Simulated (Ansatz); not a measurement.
H$_{9}$PSi$_{3}$, charge -1, doublet, at a GFN2-xTB geometry (a state made from the parent by changing its charge; the spin is typed, not shown lowest) (a gas-phase anion, which may not be bound at this level); B3LYP5/STO-3G in Ansatz (a program for electronic structure).

Input for Ansatz:
Ansatz 0.2 input:
```yaml
crystal:
  periodic: [false, false, false]
  atoms:
    - {symbol: Si, position_ang: [-0.68699077, 1.65572877, -0.88460613]}
    - {symbol: P, position_ang: [0.40901411, -0.22021910, -0.72392381]}
    - {symbol: Si, position_ang: [1.53381925, 0.08784400, 1.52792075]}
    - {symbol: Si, position_ang: [-1.18336805, -1.55666879, -0.07416283]}
    - {symbol: H, position_ang: [0.01777200, 2.53528288, -1.82662732]}
    - {symbol: H, position_ang: [-0.86366762, 2.43370020, 0.35868496]}
    - {symbol: H, position_ang: [-2.04760564, 1.47403821, -1.41671503]}
    - {symbol: H, position_ang: [2.65455238, 0.88221085, 0.99493559]}
    - {symbol: H, position_ang: [1.98164421, -1.31630438, 1.58815210]}
    - {symbol: H, position_ang: [1.60629184, 0.45213044, 2.98614720]}
    - {symbol: H, position_ang: [-0.84100581, -2.92805252, -0.47388882]}
    - {symbol: H, position_ang: [-2.48019588, -1.24755869, -0.69724061]}
    - {symbol: H, position_ang: [-1.45144314, -1.59881614, 1.37728382]}
basis:
  gaussian:
    orbitals: STO-3G
hamiltonian:
  xc: b3lyp5
total_charge: -1
magnetization: {spin_polarized: true, initial_magnetization: 1}
accuracy: high
```

Question: Predict the main parts of the log of this Ansatz run.

Answer: 
```
Functional definition: B3LYP5
922 factors; integrals over basis functions are off by at most 3.7e-9 eV
mean field evaluation 1: about -32675.3884 eV, gradient 1.8e1 eV
mean field evaluation 2: about -32676.9215 eV, gradient 1.3e1 eV
mean field evaluation 4: about -32678.1546 eV, gradient 5.3e-1 eV
mean field evaluation 8: about -32678.0701 eV, gradient 1.5e-2 eV
mean field evaluation 16: about -32678.0701 eV, gradient 2.2e-6 eV
mean field -32678.07005982 eV, -1200.8969247070 hartree, gradient 1.9e-8 eV, S^2 0.751897; 0 other end points of the search recorded, 0 dependent functions left out
reference -32678.07010051 eV, -1200.8969262024 hartree; 34, 33 occupied and 11, 12 virtual orbitals, 922 factors
Total energy: -32678.07010051 eV, -1200.8969262024 hartree
```
